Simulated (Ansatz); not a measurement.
The cluster Na2Se, relaxed as a quintet with UKS PBE-D4/def2-TZVP in Ansatz, starting from the PBE-D4/def2-TZVP geometry of the neutral singlet. Force threshold 0.02 eV/Å.

The relaxation made no stability test and no search for a lower SCF solution. At PBE-D4/def2-TZVP a singlet of charge 0 lies 4.49 eV below the quintet, each at its own geometry. The structure comes from a short search, and lower isomers may exist.

Start:

```xyz
3

Na   -0.528   -1.225   -1.661
Na    1.408    0.834    1.364
Se   -0.880    0.391    0.297
```

```
step  energy (eV)  largest force component (eV/Å)  SCF passes
   1  -74162.0033                           1.486          14
   2  -74162.5758                           0.815          19
   3  -74162.8874                           0.481          19
   4  -74163.0879                           0.372          19
   5  -74163.2612                           0.171          19
   6  -74163.3070                           0.034          19
   7  -74163.3185                           0.020          18
   8  -74163.3289                           0.032          19
   9  -74163.3408                           0.035          19
  10  -74163.3524                           0.032          19
  11  -74163.3631                           0.027          18
  12  -74163.3716                           0.019          18
  13  -74163.3773                           0.011          18
  14  -74163.3800                           0.004          18
  15  -74163.3802                           0.003          18
```

Force components are those of the run's own axes.

End:

```xyz
3

Na   -1.721   -1.834   -2.693
Na    1.726    1.832    2.692
Se   -0.005    0.002    0.002
```

Bonds lost: Na1–Se3, Na2–Se3 (atoms count from 1).

The force fell under the threshold at step 12, but the optimiser went on and released 0.009 eV more. No frequencies were taken in this run, so the end may be a saddle point.

Hardware: 4 threads of Arm Neoverse V1 on a shared host. Wall time 14 s.
